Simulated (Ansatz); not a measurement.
Isolated molecules relaxed with PBE0-D4/def2-TZVP in Ansatz; ΔE leaves out vibrations. CCSD(T)/CBS adds triple-zeta CCSD(T) − MP2 to the extrapolated MP2 energy (def2 sets, frozen cores). This one scheme is used for every species. Double bonds are as drawn, so ΔE can hold a change between cis and trans. Functionals use def2-TZVPP. B3LYP here is the variant with VWN-RPA as its local correlation; programs differ in this. One conformer a species, not always the lowest.

`O/C=C/[SiH2][SiH3]` + H₂O → `O[SiH3]` + `O/C=C/[SiH3]`  (formal hydrolysis of the Si–Si bond)

| level | ΔE (kJ/mol) | difference from CCSD(T)/CBS |
| --- | --- | --- |
| r2SCAN-D4 | -84.6 | 1.3 |
| B3LYP-D4 | -88.0 | -2.1 |
| ωB97M-V | -93.3 | -7.4 |
| B2PLYP | -97.0 | -11.1 |
| r2SCAN | -86.1 | -0.2 |
| B3LYP | -94.9 | -9.0 |
| CCSD/def2-TZVPP | -92.4 | -6.5 |
| HF/def2-QZVPP | -118.5 | -32.6 |
| MP2/def2-QZVPP | -94.4 | -8.5 |
| CCSD/CBS(def2) | -89.6 | -3.7 |
| CCSD(T)/CBS | -85.9 | 0 |

Largest T1 diagnostic among the species: 0.013.

The D4 term adds +6.9 kJ/mol with B3LYP and +4.2 kJ/mol with PBE0; it sums over pairs of atoms, weighted by their polarisabilities, and B3LYP, whose exchange is more repulsive, gets the larger term. From PBE to PBE0 (25 % exact exchange), in def2-TZVPP and without D4, ΔE moves by −5.9 kJ/mol. In def2-TZVPP, CCSD(T) changes the Hartree–Fock value by +29.0 kJ/mol (the triples alone add +3.7 kJ/mol) and MP2 by +22.0 kJ/mol.
